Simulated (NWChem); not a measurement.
AlAsH4O2; SMILES [AsH2][Al]([OH])[OH]

```xyz
8

Al    -0.0232     0.9280    -0.0067
As    -0.1274    -1.4786     0.0161
H      0.9132    -1.5497    -1.0981
H     -1.2915    -1.4533    -0.9704
O     -1.4848     1.7897     0.1117
H     -1.6301     2.7347     0.1617
O      1.5123     1.6575    -0.0553
H      1.7450     2.5858    -0.0246
```
Atoms are numbered in this order, from 1.

Computed with NWChem. Pople sets run with spherical d functions. Structure relaxed at the PBE0/def2-SVP level. GIAO values for the isolated, static molecule; σ is the absolute isotropic shielding, δ = σ(reference) − σ with the isolated reference molecule computed at the same levels (1H: tetramethylsilane, 17O: water).

For level KT2/pcSseg-1:

| Property | Value |
|---|---|
| σ Al1 (ppm) | 427.4 |
| σ As2 (ppm) | 2110.6 |
| δ H3 (ppm) | 1.08 |
| δ O5 (ppm) | 56.0 |
| δ H6 (ppm) | 1.92 |

Q: Estimate the same quantities for level B3LYP/6-31G*.

A: 
| Property | Result |
|---|---|
| σ Al1 (ppm) | 467.9 |
| σ As2 (ppm) | 2156.7 |
| δ H3 (ppm) | 1.21 |
| δ O5 (ppm) | 40.8 |
| δ H6 (ppm) | 1.61 |
